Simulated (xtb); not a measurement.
A run for xtb: GFN1-xTB on H2 (SMILES [H][H]).

```
$ xtb mol.xyz --gfn 1 --sp --chrg 0 --uhf 0
2

H     -0.00000000     0.00000000    -0.37198648
H      0.00000000    -0.00000000     0.37198648
```

Predict the final total energy.

-1.0363 hartree.
